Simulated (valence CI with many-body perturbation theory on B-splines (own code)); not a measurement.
## Energy levels of Ce⁵²⁺

Calculated by valence CI with perturbative core correlation (CI+MBPT): four valence electrons over a frozen Dirac-Fock core [He], radial functions for each j: 11 s, 11 p, 9 d, 7 f, 5 g, 2 h, 1 i, with the one-electron correlation potential Σ1, the two-electron term Σ2, the three-electron term Σ3, Breit, model QED; selected CI, second order for the rest (own B-spline code, finite nucleus).

No measured spectrum was set against this ion. As an estimate, large intervals hold to a few tenths of a per cent, small ones and those within an open d or f shell to about a per cent. Among the levels kept, up to 260 cm⁻¹ of a level comes from second order outside the variational space, and about a tenth of that is noise between levels of different J, which matters for small intervals.

Levels 46 to 90 of 116, with energies above the lowest level, (2s^2 2p1/2^2) J=0. "Leading %" is the weight of the configuration and term that name the level; weights of strongly mixed levels are sums over their largest components and can fall short. In the jj column 3d3/2^4 stands for four electrons in 3d with j = 3/2.

```
No.  Configuration  Term  J  E (× 10³ cm⁻¹)  Leading %    Second component      g                   Leading jj
 46      2s.2p2.3s    3P  1           52972         67   19 % 2s.2p2.3s 5P  1.564     2s 2p1/2 2p3/2 3s (97 %)
 47      2s.2p2.3s    3D  3           53044         55   38 % 2s.2p2.3s 5P  1.437     2s 2p1/2 2p3/2 3s (91 %)
 48      2s.2p2.3s    3P  2           53209         40   34 % 2s.2p2.3s 3D  1.242     2s 2p1/2 2p3/2 3s (95 %)
 49      2s.2p2.3p   5P°  1           53322         39  31 % 2s.2p2.3p 5D°  1.886  2s 2p1/2 2p3/2 3p1/2 (99 %)
 50      2s2.2p.3p    1P  1           53361         43   35 % 2s2.2p.3p 3S  1.310      2s^2 2p3/2 3p3/2 (84 %)
 51      2s.2p2.3p   5D°  2           53395         47  19 % 2s.2p2.3p 3D°  1.360  2s 2p1/2 2p3/2 3p1/2 (99 %)
 52      2s2.2p.3p    3D  3           53419         91                      1.331      2s^2 2p3/2 3p3/2 (91 %)
 53      2s.2p2.3s    3P  0           53510         81   13 % 2s2.2p.3p 1S            2s 2p1/2 2p3/2 3s (81 %)
 54      2s2.2p.3p    3P  2           53535         35   26 % 2s.2p2.3s 1D  1.247      2s^2 2p3/2 3p3/2 (52 %)
 55      2s.2p2.3s    3D  1           53572         52   35 % 2s.2p2.3s 3P  0.911     2s 2p1/2 2p3/2 3s (97 %)
 56      2s.2p2.3s    3P  1           53603         29   29 % 2s.2p2.3s 1P  1.442     2s 2p1/2 2p3/2 3s (87 %)
 57      2s.2p2.3p   3D°  3           53605         32  26 % 2s.2p2.3p 3F°  1.231  2s 2p1/2 2p3/2 3p1/2 (97 %)
 58      2s2.2p.3p    3P  2           53662         26   21 % 2s.2p2.3s 3D  1.255     2s 2p1/2 2p3/2 3s (56 %)
 59      2s2.2p.3p    1S  0           53785         55   26 % 2s2.2p.3p 3P             2s^2 2p3/2 3p3/2 (81 %)
 60      2s.2p2.3p   3P°  2           53814         40  18 % 2s.2p2.3p 5S°  1.484  2s 2p1/2 2p3/2 3p1/2 (96 %)
 61      2s2.2p.3d   3D°  2           53938         40  25 % 2s2.2p.3d 1D°  1.014      2s^2 2p3/2 3d3/2 (83 %)
 62      2s2.2p.3d   3P°  1           53981         33  28 % 2s.2p2.3p 3D°  0.992      2s^2 2p3/2 3d3/2 (54 %)
 63      2s2.2p.3d   3P°  0           53984         45  26 % 2s.2p2.3p 3P°         2s 2p1/2 2p3/2 3p1/2 (54 %)
 64      2s2.2p.3d   3F°  3           54010         51  26 % 2s2.2p.3d 1F°  1.102      2s^2 2p3/2 3d3/2 (91 %)
 65      2s.2p2.3p   3F°  2           54064         42  21 % 2s.2p2.3p 1D°  0.914  2s 2p1/2 2p3/2 3p1/2 (88 %)
 66      2s.2p2.3p   3D°  1           54083         33  26 % 2s2.2p.3d 3P°  0.981  2s 2p1/2 2p3/2 3p1/2 (54 %)
 67      2s2.2p.3d   3P°  0           54090         54  18 % 2s.2p2.3p 3P°             2s^2 2p3/2 3d3/2 (54 %)
 68      2s2.2p.3d   3F°  4           54185         97                      1.238      2s^2 2p3/2 3d5/2 (97 %)
 69      2s2.2p.3d   3P°  2           54268         47  34 % 2s2.2p.3d 1D°  1.251      2s^2 2p3/2 3d5/2 (95 %)
 70      2s.2p2.3p   3D°  1           54319         31  27 % 2s.2p2.3p 1P°  1.110  2s 2p1/2 2p3/2 3p1/2 (98 %)
 71      2s2.2p.3d   3D°  3           54378         54  40 % 2s2.2p.3d 1F°  1.190      2s^2 2p3/2 3d5/2 (89 %)
 72      2s2.2p.3d   1P°  1           54447         61  22 % 2s2.2p.3d 3P°  1.084      2s^2 2p3/2 3d5/2 (94 %)
 73      2s.2p2.3p   5D°  3           54463         49  32 % 2s.2p2.3p 5P°  1.490  2s 2p1/2 2p3/2 3p3/2 (96 %)
 74      2s.2p2.3p   5P°  1           54521         28  22 % 2s.2p2.3p 3D°  1.597  2s 2p1/2 2p3/2 3p3/2 (94 %)
 75      2s.2p2.3p   3D°  2           54611         46  18 % 2s.2p2.3p 5S°  1.451  2s 2p1/2 2p3/2 3p3/2 (97 %)
 76      2s.2p2.3p   3P°  0           54705         83  13 % 2s.2p2.3p 5D°         2s 2p1/2 2p3/2 3p3/2 (99 %)
 77      2s.2p2.3p   3F°  4           54735         58  41 % 2s.2p2.3p 5D°  1.335  2s 2p1/2 2p3/2 3p3/2 (98 %)
 78      2s.2p2.3p   3P°  2           54777         46  21 % 2s.2p2.3p 1D°  1.366  2s 2p1/2 2p3/2 3p3/2 (92 %)
 79      2s.2p2.3p   1P°  1           54843         36  16 % 2s.2p2.3p 3P°  1.140  2s 2p1/2 2p3/2 3p3/2 (88 %)
 80      2s.2p2.3p   3D°  3           54896         51  26 % 2s.2p2.3p 1F°  1.290  2s 2p1/2 2p3/2 3p3/2 (98 %)
 81      2s.2p2.3d    5F  2           54962         45   17 % 2s.2p2.3d 3P  1.170  2s 2p1/2 2p3/2 3d3/2 (99 %)
 82      2s.2p2.3d    5D  1           54974         51   21 % 2s.2p2.3d 5F  1.193  2s 2p1/2 2p3/2 3d3/2 (99 %)
 83      2s.2p2.3d    5D  0           54979         84   15 % 2s.2p2.3d 3P         2s 2p1/2 2p3/2 3d3/2 (99 %)
 84      2s.2p2.3d    5F  3           55025         55   12 % 2s.2p2.3d 3F  1.199  2s 2p1/2 2p3/2 3d3/2 (93 %)
 85         2p3.3s   3P°  2           55098         19  15 % 2s.2p2.3p 3P°  1.415  2s 2p1/2 2p3/2 3p3/2 (58 %)
 86      2s.2p2.3d    5F  4           55208         61   22 % 2s.2p2.3d 3G  1.278  2s 2p1/2 2p3/2 3d5/2 (63 %)
 87      2s.2p2.3p   3P°  1           55217         16  14 % 2s.2p2.3p 3S°  1.305  2s 2p1/2 2p3/2 3p3/2 (53 %)
 88      2s.2p2.3p   3D°  3           55226         42  37 % 2s.2p2.3p 3F°  1.165  2s 2p1/2 2p3/2 3p3/2 (99 %)
 89      2s.2p2.3d    3F  4           55267         40   39 % 2s.2p2.3d 5D  1.283  2s 2p1/2 2p3/2 3d3/2 (55 %)
 90      2s.2p2.3p   3D°  2           55289         26  25 % 2s.2p2.3p 1D°  1.273  2s 2p1/2 2p3/2 3p3/2 (81 %)
```
